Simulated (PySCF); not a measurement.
**Shifts of the heteroatoms**

Geometry:
```tsv
atom	x (Å)	y (Å)	z (Å)
Si1	-2.904	-0.700	-0.425
N2	-1.372	-0.215	0.213
Si3	-0.809	1.398	0.461
O4	0.710	1.300	1.002
Si5	2.261	0.828	0.861
Si6	2.361	-1.147	-0.317
H7	-2.897	-2.163	-0.398
H8	-4.006	-0.171	0.386
H9	-3.015	-0.172	-1.785
H10	-0.853	-0.928	0.699
H11	-1.512	2.108	1.527
H12	-0.829	2.091	-0.824
H13	2.950	1.963	0.233
H14	2.690	0.758	2.264
H15	1.880	-2.316	0.439
H16	3.746	-1.472	-0.685
H17	1.593	-1.150	-1.568
```

- GFN2-xTB structure
- PBE0/pcSseg-1 with gauge-including orbitals
- code: PySCF
- no solvent model, no relativistic terms, fast rotation and ring inversion assumed for equivalent nuclei, one conformer

**Question.** What are the 29Si shifts?

**Answer.** 
```csv
atoms,environment,σ (ppm),δ (ppm)
Si5,"silicon bonded to O, Si, 2 H",378.4,-31.1
Si3,"silicon bonded to N, O, 2 H",381.0,-33.2
Si1,"silicon bonded to N, 3 H",412.2,-58.9
Si6,"silicon bonded to Si, 3 H",471.4,-107.5
```

Shieldings were converted by a linear fit to measured shifts: 29Si: δ = 279.94 − 0.822σ (rms 8.9 ppm, 72 shifts, 25.8 ppm with the 6 outliers that the fit left out vs TMS, solution or neat liquid). A few per cent of atoms miss by over 2 rms, more outside the fitted compound classes.

On a 600 MHz spectrometer 29Si resonates near 119.2 MHz, so 1 ppm is 119.2 Hz.

**Question.** What are the 15N shifts?

**Answer.** 
```json
{"atoms": "N2", "environment": "nitrogen bonded to 2 Si, H", "σ (ppm)": "254.8", "δ (ppm)": "-382.8"}
```

Shieldings were converted by a linear fit to measured shifts: 15N (scatter 6.3 ppm rms vs CH3NO2, solution or neat liquid). A few per cent of atoms miss by over 2 rms, more outside the fitted compound classes.

On a 300 MHz spectrometer 15N resonates near 30.4 MHz, so 1 ppm is 30.4 Hz.

**Question.** Where does 17O resonate?

**Answer.** 
```csv
atoms,environment,σ (ppm),δ (ppm)
O4,oxygen bonded to 2 Si,314.3,-19.6
```

Shieldings were converted by a linear fit to measured shifts: 17O (scatter 10.7 ppm rms, 12.2 ppm with the 3 outliers that the fit left out vs liquid water, solution or neat liquid). A few per cent of atoms miss by over 2 rms, more outside the fitted compound classes.

On a 500 MHz spectrometer 17O resonates near 67.8 MHz, so 1 ppm is 67.8 Hz.
